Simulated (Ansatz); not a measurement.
Cost and result for the atomization energy of GaH$_{7}$NPSi, SMILES `[SiH3]P[NH][GaH2]` (11 atoms, 10 bonds).

```xyz
11

Si    0.988   -1.631    0.063
P    -1.145   -0.970    0.414
N    -0.912    0.701    0.734
Ga   -0.341    2.064   -0.360
H     1.732   -0.630   -0.755
H     1.666   -1.744    1.382
H     1.023   -2.955   -0.618
H    -1.464   -0.927   -0.972
H    -1.247    0.949    1.653
H     0.040    1.653   -1.814
H    -0.341    3.491    0.272
```

Total charge 0; spin multiplicity 1. Correlated methods include outer-core shells of Ga, which these sets cover unevenly. Scalar relativity is left out up to krypton. The structure was optimised at the PBE0-D4/def2-TZVP level. It is one conformer, not always the lowest. Program: Ansatz. All runs use 4 threads of an Arm Neoverse V1 on a shared host. Times are those of one run each, without the atoms' runs, and a repeat can differ threefold. Electronic energies, without spin–orbit coupling; frozen cores. CCSD(T)/CBS adds CCSD(T) − MP2 in def2-TZVPP to the MP2 limit, and its time is that of the two runs behind it. T1 = 0.015. With those shells the extrapolation isn't a true limit. B3LYP takes the VWN-RPA correlation (the form of Gaussian; ORCA's B3LYP/G). HSE06 is the plane-wave form, built on full-range PBE exchange.

CCSD(T)/CBS is a level of theory with its own doubt, some kJ/mol a heavy atom from the limit and from the frozen cores, so smaller differences don't rank the functionals.

```json
{"level": "BLYP-D4/def2-TZVPP", "functions": "261", "wall time": "2.6 s"}
{"level": "PBE-D4/def2-TZVPP (with forces)", "functions": "261", "wall time": "3.1 s"}
{"level": "HSE06-D4/def2-TZVPP", "functions": "261", "wall time": "4.8 s"}
{"level": "CAM-B3LYP-D4/def2-TZVPP", "functions": "261", "wall time": "4.9 s"}
{"level": "B3LYP-D4/def2-TZVPP (with forces)", "functions": "261", "wall time": "7 s"}
{"level": "CCSD(T)/def2-SVP", "functions": "117", "wall time": "7 s"}
{"level": "r2SCANh-D4/def2-TZVPP", "functions": "261", "wall time": "7.5 s"}
{"level": "PBE-QIDH/def2-TZVPP", "functions": "261", "wall time": "7.5 s"}
{"level": "ωB97X-V/def2-TZVPP", "functions": "261", "wall time": "11 s"}
{"level": "ωB97M-V/def2-TZVPP (with forces)", "functions": "261", "wall time": "16 s"}
{"level": "MP2/def2-QZVPP", "functions": "496", "wall time": "42 s"}
{"level": "CCSD(T)/def2-TZVPP", "functions": "261", "wall time": "3.5 min"}
{"level": "CCSD(T)/CBS(def2)", "functions": "–", "wall time": "4.2 min"}
```

Q: What atomization energy does each give, and how far from CCSD(T)/CBS? (Best estimate.)

A: Computed: 
```tsv
level	atomization (kJ/mol)	difference from CCSD(T)/CBS	per bond
BLYP-D4/def2-TZVPP	3056.7	-16.9	-1.7
PBE-D4/def2-TZVPP (with forces)	3067.6	-6.0	-0.6
HSE06-D4/def2-TZVPP	3034.3	-39.3	-3.9
CAM-B3LYP-D4/def2-TZVPP	3087.5	13.9	1.4
B3LYP-D4/def2-TZVPP (with forces)	3075.3	1.7	0.2
CCSD(T)/def2-SVP	2808.6	-265.0	-26.5
r2SCANh-D4/def2-TZVPP	3041.8	-31.8	-3.2
PBE-QIDH/def2-TZVPP	3014.8	-58.8	-5.9
ωB97X-V/def2-TZVPP	3113.3	39.7	4.0
ωB97M-V/def2-TZVPP (with forces)	3080.8	7.2	0.7
MP2/def2-QZVPP	3018.3	-55.3	-5.5
CCSD(T)/def2-TZVPP	2981.7	-91.9	-9.2
CCSD(T)/CBS(def2)	3073.6	0.0	0.0
```

From BLYP to BHLYP (50 % exact exchange), in def2-TZVPP and without D4, the atomization energy moves by −20.2 kJ/mol: exact exchange takes away binding that semilocal exchange gives to molecules. In def2-TZVPP, CCSD(T) changes the Hartree–Fock value by +852.8 kJ/mol (the triples alone add +42.2 kJ/mol) and MP2 by +834.3 kJ/mol; breaking electron pairs costs correlation energy, which Hartree–Fock lacks. The D4 term adds +48.4 kJ/mol with B3LYP and +25.4 kJ/mol with PBE0; it sums over pairs of atoms, weighted by their polarisabilities, and B3LYP, whose exchange is more repulsive, gets the larger term.
